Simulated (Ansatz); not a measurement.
Reaction (homolysis of the O–Si bond): `O[SiH2]O[SiH2]O` → `[O][SiH2]O`• + `O[SiH2]`•

Isolated molecules relaxed with PBE0-D4/def2-TZVP in Ansatz; ΔE leaves out vibrations. CBS: MP2 limit from def2 TZ/QZ plus the TZ coupled-cluster correction, frozen cores. This one scheme is used for every species. Functionals use def2-TZVPP. B3LYP here is the variant with VWN-RPA as its local correlation; programs differ in this. No spin–orbit coupling; open shells (•) take unrestricted orbitals. One conformer a species, not always the lowest.

```csv
level,ΔE (eV)
B3LYP-D4,5.79
B2PLYP,5.93
revPBE,5.24
PBE0,5.69
LC-ωPBE,5.85
HF/def2-SVP,4.78
CCSD(T)/def2-TZVPP,6.04
HF/def2-QZVPP,4.80
```

(1) What does CCSD(T)/CBS give? (An estimate is asked.)

Largest T1 diagnostic among the species: 0.019.

Answers

(1) The calculation gave: +6.20 eV. The listed levels differ from it by -0.41, -0.27, -0.96, -0.51, -0.35, -1.42, -0.16, -1.40 eV.

From PBE to PBE0 (25 % exact exchange), in def2-TZVPP and without D4, ΔE moves by +0.18 eV. The D4 term adds +0.17 eV with B3LYP and +0.09 eV with PBE0; it sums over pairs of atoms, weighted by their polarisabilities, and B3LYP, whose exchange is more repulsive, gets the larger term. At CCSD(T), def2-SVP lies −0.40 eV from the extrapolated value and def2-TZVPP −0.16 eV: correlation converges slowly with the basis, and small sets miss more of it in the bonded molecule than in its fragments.

CCSD(T)/CBS has its own doubt, a few kJ/mol and more with outer-core shells, so smaller differences from it don't rank the levels.
